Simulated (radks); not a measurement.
The numbers below are computed, except where a source is named.
Species: Pr V. Configuration: [Xe] 4f1. Level of theory: Dirac Kohn-Sham, PBEsol, spin-unpolarised, spherical densities, finite nucleus; open shells fill j = l - 1/2 first; Fermi nuclear charge, rms radius 4.8919 fm (a radial shooting solver on a logarithmic mesh with Libxc functionals).

Unscreened Slater integrals over Kohn-Sham orbitals (eV). Large and small components are both included. Empty in this configuration: 4f7/2.

integral          value
F0(4f5/2,4f5/2)  26.983
F2(4f5/2,4f5/2)  12.914
F4(4f5/2,4f5/2)  8.1184
F0(4f5/2,5p3/2)  17.838
F2(4f5/2,5p3/2)  6.4620
G2(4f5/2,5p3/2)  3.3083
G4(4f5/2,5p3/2)  2.6056
F0(4f5/2,5p1/2)  18.433
G2(4f5/2,5p1/2)  3.7080
F0(4f5/2,5s1/2)  19.745
G3(4f5/2,5s1/2)  3.8960
F0(4f5/2,4f7/2)  26.885
F2(4f5/2,4f7/2)  12.867
F4(4f5/2,4f7/2)  8.0887
G2(4f5/2,4f7/2)  12.846
G4(4f5/2,4f7/2)  8.0760
G6(4f5/2,4f7/2)  5.8144
F0(5p3/2,5p3/2)  15.016
F2(5p3/2,5p3/2)  8.1678
F0(5p3/2,5p1/2)  15.316
G2(5p3/2,5p1/2)  8.2712
F0(5p3/2,5s1/2)  15.936
G1(5p3/2,5s1/2)  10.674
F0(5p3/2,4f7/2)  17.812
F2(5p3/2,4f7/2)  6.4896
G2(5p3/2,4f7/2)  3.3516
G4(5p3/2,4f7/2)  2.6347
F0(5p1/2,5p1/2)  15.642
F0(5p1/2,5s1/2)  16.319
G1(5p1/2,5s1/2)  11.243
F0(5p1/2,4f7/2)  18.405
G4(5p1/2,4f7/2)  2.9146
F0(5s1/2,5s1/2)  17.120
F0(5s1/2,4f7/2)  19.710
G3(5s1/2,4f7/2)  3.9339
F0(4f7/2,4f7/2)  26.788
F2(4f7/2,4f7/2)  12.821
F4(4f7/2,4f7/2)  8.0598
F6(4f7/2,4f7/2)  5.8025
